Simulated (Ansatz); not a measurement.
`[NH2][GaH][SiH2]O` at its PBE0-D4/def2-TZVP geometry, where that method's forces vanish. The species carries charge 0 and has multiplicity 1.

```xyz
10

N    -0.6142   -1.3496    1.8036
Ga    0.6245   -0.3618    0.9111
Si   -0.0375    0.5116   -1.2300
O     0.6461    2.0160   -1.3812
H    -1.5504   -1.5170    1.4762
H    -0.4497   -1.7824    2.6970
H     2.0045   -0.2158    1.6381
H     0.4069   -0.3796   -2.3469
H    -1.5252    0.5956   -1.3635
H     0.4952    2.4831   -2.2044
```

Task: What forces (eV/Å) does r2SCAN-D4/def2-TZVPP give on these atoms in the Gaussian-basis code of Ansatz? (Best estimate.)

Result: The calculation gave: 
```
N1   0.076  0.044 -0.025
Ga2  0.075  0.053 -0.049
Si3 -0.015 -0.062  0.050
O4   0.030  0.027  0.028
H5  -0.029 -0.015  0.007
H6  -0.025 -0.025  0.026
H7  -0.112 -0.026 -0.032
H8  -0.010  0.000  0.017
H9   0.013 -0.013  0.002
H10 -0.003  0.017 -0.026
```
